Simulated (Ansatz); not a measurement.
Ideal-gas functions of FH$_{4}$N$_{2}$STa (`[NH2][Ta]([NH2])([F])=[S]`) at 800 K and 1 bar, from an Ansatz frequency run at PBE0-D4/def2-TZVP.

Molar mass 264.06 g/mol, point group Cs (symmetry number 1), electronic degeneracy 1, moments of inertia 178.414, 258.294, 262.804 u Å². Harmonic wavenumbers (cm⁻¹, unscaled): 159, 160, 181, 183, 197, 209, 363, 473, 498, 526, 563, 611, 659, 682, 698, 1539, 1543, 3569, 3572, 3668, 3668.

Use S(trans) = R[1.5 ln M + 2.5 ln T − 1.1517]; rotational temperatures θ = 24.2544 K / I; S(rot) = R[ln(√π/σ · √(T³/θAθBθC)) + 1.5]; for each mode x = 1.438777 ν̃/T, S = R[x/(eˣ − 1) − ln(1 − e⁻ˣ)] and H = RT x/(eˣ − 1); 1 cm⁻¹ = 0.0119627 kJ/mol; R = 8.31446 J/(mol·K).

**Question.** By hand: the entropy, in J/(mol·K).

**Answer.** Translation 198.9. Rotation: θ = 0.1359, 0.0939, 0.0923 K, giving 128.6. Vibration, mode by mode: 18.75, 18.70, 17.68, 17.59, 16.99, 16.50, 12.01, 9.91, 9.50, 9.08, 8.56, 7.94, 7.37, 7.12, 6.95, 2.08, 2.07, 0.10, 0.10, 0.09, 0.09, in all 189.2. Electronic 0.0. Sum 516.7 J/(mol·K).

**Question.** By hand: H − E and G − E in kJ/mol, counted from the electronic energy.

**Answer.** Zero-point energy ½ × 23721 × 0.0119627 = 141.9; thermal vibration 71.2; translation, rotation and pV give 4 RT = 26.6. H − E = 239.7 kJ/mol, and G − E = 239.7 − 800 × 516.7/1000 = -173.7 kJ/mol.

Vibration gives 37 % of the entropy. The sum counts one conformer and one mirror image; others add a mixing term.
